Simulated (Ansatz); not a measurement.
CH3 (SMILES [CH3]), charge 0, multiplicity 2, relaxed at each level with Ansatz (a first-principles code); harmonic frequencies from differences of analytic forces, average atomic masses, frozen cores. Open shells are unrestricted.

```
level                harmonic frequencies (cm⁻¹)  ZPE (eV)  cost over HF/def2-TZVPP (rough)
------------------  ----------------------------  --------  -------------------------------
HF/def2-TZVPP       412 1517 1517 3233 3409 3409     0.837                               ×1
PBE/def2-TZVPP      527 1357 1357 3051 3231 3231     0.791                             ×0.9
r2SCAN/def2-TZVPP   549 1401 1401 3114 3298 3298     0.810                               ×2
wB97X-V/def2-TZVPP  527 1412 1412 3130 3310 3310     0.812                               ×3
MP2/cc-pVTZ         486 1445 1445 3178 3369 3369     0.824                               ×2
CCSD(T)/cc-pVTZ     496 1427 1427 3120 3300 3300     0.810                              ×20
```

Measured: fundamentals as far as tabulated 3004, 606, 3161, 1396 cm⁻¹ [NIST CCCBDB]. Measured modes stand in the spectroscopists' order.
